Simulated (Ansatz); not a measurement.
Several settings on one geometry of the cluster Rb₅H₄⁺ (the lowest singlet isomer of a short search) (that of the charge 1 singlet, PBE-D4/def2-SVP). Ansatz on 4 threads of AMD EPYC 7B13 on a shared host; times are rough.

Cartesian coordinates in Å:
```
Rb 0.0155 -0.0919 -1.2426
Rb 1.8361 3.2518 0.2013
Rb -3.2353 1.8603 0.2412
Rb -1.8464 -3.1901 0.6323
Rb 3.2249 -1.7987 0.5922
H 0.7021 -2.5559 0.0991
H -2.5612 -0.7116 -0.0940
H 2.5642 0.6947 -0.1343
H -0.6997 2.5415 -0.2952
```

Totals from different functionals, basis sets or treatments of relativity can't be compared as stabilities.

In the def2 sets Rb takes a core potential; there is no spin–orbit coupling. B3LYP takes the VWN-RPA correlation.

(1) Give the basis size and estimate the energy, ⟨S²⟩ and time of these runs.

```
run                   method  charge    state                                                                              further keys
  1      RKS B3LYP5/def2-SVP       1  singlet                                                                              forces asked
  2  RKS B3LYP-D4/def2-mTZVP       1  singlet                                 scf: {omitted_lower_state_checks: [starts]}; forces asked
  3   RKS r2SCANh/def2-TZVPD       1  singlet  fitting: {mean_field: def2-universal-jkfit}; scf: {omitted_lower_state_checks: [starts]}
```

Answers

(1) 
```
run  functions  energy (Eh)  ⟨S²⟩  wall time
  1        140    -122.6441     –      3.3 s
  2        177    -122.8415     –      5.5 s
  3        201    -122.7852     –      5.5 s
```
